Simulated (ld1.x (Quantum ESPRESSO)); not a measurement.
**Which change was made? (Si, ultrasoft)**

* Element: Si
* Generator: ld1.x (Quantum ESPRESSO) 7.5
* Type: ultrasoft
* Functional: LDA (PZ)
* Relativity: scalar-relativistic
* Frozen core: [Ne]
* Valence charge: 4
* Reference configuration: 3s2 3p1.75 (charge +0.25)
* Partial waves: 3s (bound): rcut 1.50, rcutus 1.80 bohr; 3s channel at 1.5 Ry: rcut 1.50, rcutus 1.80 bohr; 3p (bound): rcut 1.50, rcutus 2.00 bohr; 3p channel at 0.2 Ry: rcut 1.50, rcutus 2.00 bohr; 3d channel at 0.2 Ry: rcut 1.65, rcutus 1.90 bohr; 3d channel at 2.25 Ry: rcut 1.65, rcutus 1.90 bohr
* Local potential: all-electron potential smoothed inside 1.70 bohr (lloc = -2)
* Core correction: Bessel-smoothed model core inside 1.85 bohr
* Augmentation charge: PSQ, radius 1.40 bohr

Cutoffs, loose and tight: the cutoffs (Ry, on a coarse ladder) from which the occupation-weighted sum of valence levels, in a spherical-Bessel basis at the reference potential, stays within 10 and 1 mRy of its value at 400 Ry. They do not see the model core or the augmentation charge, which bear on the density cutoff. Test errors are all-electron minus pseudo excitation energies from the reference, over the configurations 3s2 3p2; 3s2 3p1; 3s2 3p0; 3s2 3p1.5; 3s1 3p0; 3s1 3p3; 3s1 3p2 (two spin-polarised tests are not counted in the largest error); variants that change the core or the reference have their own tests.

The base gives: outcome: generated; cutoff, loose: 10 Ry; cutoff, tight: 15 Ry; bound ghosts: none; largest test error (meV): +46.

(1) After one change the result is: outcome: generated; cutoff, loose: 8 Ry; cutoff, tight: 12 Ry; bound ghosts: none; largest test error (meV): +62. Which change was it?
A. all radii but the core radius scaled by about 1.14 (s 2.04, p 2.28, d 2.16 bohr, rcut 1.70/1.70/1.88); local potential all-electron potential smoothed inside 1.94 bohr (lloc = -2); augmentation PSQ, radius 1.58 bohr
B. core correction Bessel-smoothed model core inside 1.58 bohr
C. functional PBE

Results:

(1) A. The others give: core correction Bessel-smoothed model core inside 1.58 bohr → outcome: generated; cutoff, loose: 10 Ry; cutoff, tight: 15 Ry; bound ghosts: none; largest test error (meV): +3.1 | functional PBE → outcome: generated; cutoff, loose: 10 Ry; cutoff, tight: 15 Ry; bound ghosts: none; largest test error (meV): -21.
